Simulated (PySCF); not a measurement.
C₆H₄N₂, SMILES C#Cc1cncnc1.

Coordinates come from a PBE0-D3(BJ)/def2-SVP optimisation.

Calculation: TDA-PBE/def2-SVPD (PySCF).

Vertical excitations. Isolated molecule, no solvent. State labels are in the subgroup C2v.

```json
[
 {"state": "S1", "symmetry": "A2", "energy (eV)": "3.40", "λ (nm)": "365", "f": "0.000", "main pairs": "HOMO→LUMO 100 %"},
 {"state": "S2", "symmetry": "B1", "energy (eV)": "3.72", "λ (nm)": "334", "f": "0.005", "main pairs": "HOMO→LUMO+1 99 %"},
 {"state": "S3", "symmetry": "B2", "energy (eV)": "4.62", "λ (nm)": "269", "f": "0.020", "main pairs": "HOMO−1→LUMO+1 86 %"},
 {"state": "S4", "symmetry": "B1", "energy (eV)": "4.79", "λ (nm)": "259", "f": "0.002", "main pairs": "HOMO−2→LUMO 99 %"},
 {"state": "S5", "symmetry": "A2", "energy (eV)": "4.88", "λ (nm)": "254", "f": "0.000", "main pairs": "HOMO−3→LUMO 98 %"},
 {"state": "S6", "symmetry": "A1", "energy (eV)": "5.03", "λ (nm)": "246", "f": "0.220", "main pairs": "HOMO−1→LUMO 70 %, HOMO→LUMO+2 21 %"},
 {"state": "S7", "symmetry": "B1", "energy (eV)": "5.05", "λ (nm)": "245", "f": "0.000", "main pairs": "HOMO−3→LUMO+1 100 %"},
 {"state": "S8", "symmetry": "A2", "energy (eV)": "5.13", "λ (nm)": "242", "f": "0.000", "main pairs": "HOMO−2→LUMO+1 95 %"},
 {"state": "S9", "symmetry": "A1", "energy (eV)": "5.74", "λ (nm)": "216", "f": "0.210", "main pairs": "HOMO→LUMO+2 73 %, HOMO−1→LUMO 13 %"},
 {"state": "S10", "symmetry": "B2", "energy (eV)": "6.12", "λ (nm)": "203", "f": "0.008", "main pairs": "HOMO−4→LUMO 35 %, HOMO−5→LUMO+1 35 %, HOMO→LUMO+3 29 %"},
 {"state": "T1", "symmetry": "A2", "energy (eV)": "3.24", "λ (nm)": "382", "f": "0", "main pairs": "HOMO→LUMO 100 %"},
 {"state": "T2", "symmetry": "B1", "energy (eV)": "3.28", "λ (nm)": "378", "f": "0", "main pairs": "HOMO→LUMO+1 99 %"},
 {"state": "T3", "symmetry": "A1", "energy (eV)": "3.48", "λ (nm)": "356", "f": "0", "main pairs": "HOMO−1→LUMO 97 %"},
 {"state": "T4", "symmetry": "B2", "energy (eV)": "3.92", "λ (nm)": "316", "f": "0", "main pairs": "HOMO−1→LUMO+1 98 %"}
]
```
Triplets are in the Tamm–Dancoff approximation.
